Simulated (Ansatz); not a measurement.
`N#CB(Cl)Cl` + `C[SeH]` → `C[Se]B(Cl)Cl` + `C#N`  (ligand exchange at a B–C bond)

Gas-phase electronic energies from Ansatz, PBE0-D4/def2-TZVP geometries. CCSD(T)/CBS adds triple-zeta CCSD(T) − MP2 to the extrapolated MP2 energy (def2 sets, frozen cores). This one scheme is used for every species. Functionals use def2-TZVPP. HSE06 is defined as in plane-wave codes. For Se outer-core shells are correlated without core-valence functions, which leaves a few kJ/mol of doubt a bond. Scalar relativity is left out up to krypton. One conformer a species, not always the lowest.

Q: Is it downhill or uphill in electronic energy at CCSD(T)/CBS, and by how much? (Estimate.)

A: The calculation gave: Downhill: ΔE = -46.3 kJ/mol.

Q: What do these levels give: LDA (SPW92), revPBE-D4, PBE0, r2SCANh, HSE06, BHLYP, CCSD(T)/def2-SVP, SCS-MP2/def2-TZVPP, CCSD/def2-TZVPP, CCSD(T)/def2-TZVPP, SCS-MP2/def2-QZVPP, MP2/CBS(def2)? (Estimate.)

A: Ansatz gave: LDA (SPW92) -39.8, revPBE-D4 -40.1, PBE0 -35.4, r2SCANh -38.1, HSE06 -35.4, BHLYP -27.5, CCSD(T)/def2-SVP -30.2, SCS-MP2/def2-TZVPP -39.5, CCSD/def2-TZVPP -37.1, CCSD(T)/def2-TZVPP -40.0, SCS-MP2/def2-QZVPP -42.4, MP2/CBS(def2) -52.7 kJ/mol.

Q: What do rigid-rotor, harmonic-oscillator terms from PBE0-D4/def2-TZVP frequencies (298.15 K, 1 bar) make of the CCSD(T)/CBS value? (An estimate is asked.)

A: Ansatz gave: ΔZPE = +4.3 kJ/mol, ΔH = -40.6 kJ/mol, ΔS = -16 J/(mol·K), ΔG = -35.9 kJ/mol.

Largest T1 diagnostic among the species: 0.014.

The D4 term adds −8.8 kJ/mol with B3LYP and −4.6 kJ/mol with PBE0; it sums over pairs of atoms, weighted by their polarisabilities, and B3LYP, whose exchange is more repulsive, gets the larger term. Leaving LDA and LC-ωPBE aside and taking each functional with its dispersion term where it has one, the values, not all of them listed here, spread over 9.8 kJ/mol, from PBE-QIDH to B97M-V. LDA lies −5.9 kJ/mol from PBE without D4. In def2-TZVPP, CCSD(T) changes the Hartree–Fock value by −16.5 kJ/mol (the triples alone add −2.9 kJ/mol) and MP2 by −22.9 kJ/mol.

B3LYP here is the variant with VWN-RPA as its local correlation; programs differ in this.
